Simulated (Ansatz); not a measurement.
Isomers of Si₉⁻ (doublet), relaxed with PBE-D4/def2-SVP; total energies from Ansatz at PBE0-D4/def2-TZVPD.

```csv
isomer,description,energy (Eh)
A,point group not assigned; 18 × Si–Si 2.27 to 2.63 Å,-2604.49841
B,point group Cs; 15 × Si–Si 2.27 to 2.61 Å,-2604.49067
```

The isomers come from a short search, and lower ones may exist.

Problem. Work out the relative energies (1 Eh = 2625.5 kJ/mol) and the Boltzmann populations at 500 K from electronic energies alone (R = 8.314 J/mol/K).

Solution. ΔE: A 0.0, B 20.3 kJ/mol. RT = 4.16 kJ/mol. Factors exp(−ΔE/RT): A 1, B 0.0076; sum 1.008. Populations: A 99.2 %, B 0.8 %. Zero-point energy, vibrational entropy and symmetry numbers are left out and can shift these; an error of 4 kJ/mol changes a ratio by a factor of 2.6. Over the other density-functional and correlated levels in def2 sets, the gap between A and B ranges from 17 to 20 kJ/mol.
